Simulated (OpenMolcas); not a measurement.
**S2+: effect of the active space**

* Program: OpenMolcas 26.06
* Method: SS-CASPT2, IPEA 0.25 Eh, imaginary shift 0.1 Eh
* Basis: ANO-L-VTZP
* Scalar Hamiltonian: non-relativistic, point nucleus
* Spin-orbit coupling: RASSI with atomic mean-field integrals over the reference wave functions, term energies averaged over their components

A. 2 electrons in 3 orbitals (3p); 2S+1 = 3 even, 3 roots; 2S+1 = 1 even, 6 roots; closed shells correlated: 2s 2p 3s; CASPT2 step about 1 core-seconds
B. 4 electrons in 4 orbitals (3s 3p); 2S+1 = 3 even, 6 roots; 2S+1 = 1 even, 12 roots; 2S+1 = 5 odd, 1 root; 2S+1 = 3 odd, 9 roots; 2S+1 = 1 odd, 8 roots; closed shells correlated: 2s 2p; CASPT2 step of the order of 4 core-seconds

Energies in cm⁻¹ above 3s² 3p² ³P₀, the measured ground level; measured values from NIST levels in Podobedova, Kelleher and Wiese, J. Phys. Chem. Ref. Data 38, 171 (2009).

```tsv
Level	A	B	Measured
3s² 3p² ³P₀	0.0	0.0	0.0
3s² 3p² ³P₁	271	265	299
3s² 3p² ³P₂	767	743	833
3s² 3p² ¹D₂	11510	11060	11323
3s² 3p² ¹S₀	27840	25780	27161
```

Deviations, from unrounded energies. A percentage is the sum of absolute deviations over the sum of measured energies, with the sign that they share, or ± where signs differ.

```
                        Against measurement  Levels     A      B
             mean absolute deviation (cm-1)       4   240    440
      fine structure of the ground term (%)       2  -8.3  -10.9
other terms of the ground configuration (%)       2  +2.2   -4.3
```

A lies closest to measurement on these levels. The largest miss of A in the table is 3s² 3p² ¹S₀, by +680 cm-1. The ranking rests on the paired levels alone, and a cruder setting can come out closer through cancelling errors.

Between A and B the level of the table that moves most is 3s² 3p² ¹S₀, by 2100 cm-1 (lowest in B, highest in A). Moves below CASPT2's spread within the term are not significant.

CASPT2 breaks the degeneracy within a term, and the mean is taken; among the terms shown or strongly mixed into the levels shown the widest spread is 190 cm-1 (3s² 3p² ¹D, A). Over all roots computed the reference weight is 0.85 to 0.99 in B; the roots of lowest weight are the least certain, and an intruder state may touch them. With the s shell closed, the reference lacks s² → p² mixing (holds for A). Computed and measured levels are paired by configuration, term and J; levels that our copy of the source lacks, or whose pairing is in doubt (as where it misses far off the trend of its configuration), stay unpaired and out of the deviations. Only configurations of the active space appear. The table leaves out levels that lie high or whose names do not pair safely across all columns.
